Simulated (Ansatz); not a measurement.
Start from `[NH2][Ga]([OH])[OH]` and change one atom or group to get `C[O][Ga]([OH])[OH]`.

Ansatz, PBE0-D4/def2-TZVP geometries, multiplicity 1. Each molecule was computed in one conformer, which needn't be the lowest.

Scalar relativity is left out up to krypton.

```csv
property,`[NH2][Ga]([OH])[OH]`
HOMO–LUMO gap (ωB97M-V/def2-TZVPP) / eV,11.17
LUMO energy (PBE/def2-TZVPP) / eV,-1.39
HOMO–LUMO gap (B3LYP/def2-TZVPP) / eV,6.48
HOMO energy (PBE/def2-TZVPP) / eV,-6.09
size of the dipole moment (B3LYP/def2-TZVPP) / D,2.12
LUMO energy (B3LYP/def2-TZVPP) / eV,-0.85
```

**Question.** Give the same properties after the change, and the shifts. (Best estimate.)

**Answer.** The calculation gave: 
```json
{"property": "HOMO–LUMO gap (ωB97M-V/def2-TZVPP) / eV", "`C[O][Ga]([OH])[OH]`": "11.37", "shift": "0.20"}
{"property": "LUMO energy (PBE/def2-TZVPP) / eV", "`C[O][Ga]([OH])[OH]`": "-1.78", "shift": "-0.39"}
{"property": "HOMO–LUMO gap (B3LYP/def2-TZVPP) / eV", "`C[O][Ga]([OH])[OH]`": "6.56", "shift": "0.08"}
{"property": "HOMO energy (PBE/def2-TZVPP) / eV", "`C[O][Ga]([OH])[OH]`": "-6.40", "shift": "-0.31"}
{"property": "size of the dipole moment (B3LYP/def2-TZVPP) / D", "`C[O][Ga]([OH])[OH]`": "0.20", "shift": "-1.92"}
{"property": "LUMO energy (B3LYP/def2-TZVPP) / eV", "`C[O][Ga]([OH])[OH]`": "-1.19", "shift": "-0.34"}
```

With PBE0 the HOMO falls by 0.40 eV and the LUMO falls by 0.34 eV, so the gap widens by about 0.06 eV. PBE moves the HOMO by -0.31 eV and ωB97M-V by -0.42 eV. Dipoles are sizes alone; their direction can turn.

B3LYP here is the variant with VWN-RPA as its local correlation; programs differ in this.
